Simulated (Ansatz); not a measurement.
Na3Cl2. The state is a doublet with charge 0. Geometry PBE0-D4/def2-SVP; atoms count from 1.

```xyz
5

Na   -0.806    0.288   -3.038
Na    0.250    1.445   -0.018
Na    0.148   -1.474    1.566
Cl    0.498    0.827    2.432
Cl   -0.090   -1.086   -0.942
```

The structure comes from a short search, and lower isomers may exist.

(1) Estimate the Mulliken populations from the PBE0/def2-TZVP orbitals of Ansatz.

(2) Where does the spin sit?

(3) And the Mayer bond orders between bonded heavy atoms (over 0.3)?

Answers

(1) 
```tsv
atom	charge (e)	spin (α − β)
Na1	0.15	0.73
Na2	0.52	0.22
Na3	0.63	0.05
Cl4	-0.64	0.00
Cl5	-0.65	0.01
```
Mulliken values and Mayer orders depend strongly on the basis.

(2) Summed by element: Na 0.99, Cl 0.01, of 1 unpaired in all. Largest on single atoms: Na1 0.73, Na2 0.22, Na3 0.05.

(3) Na1–Na2 0.32 (3.40 Å); Na2–Cl4 0.31 (2.54 Å); Na3–Cl4 0.36 (2.48 Å).
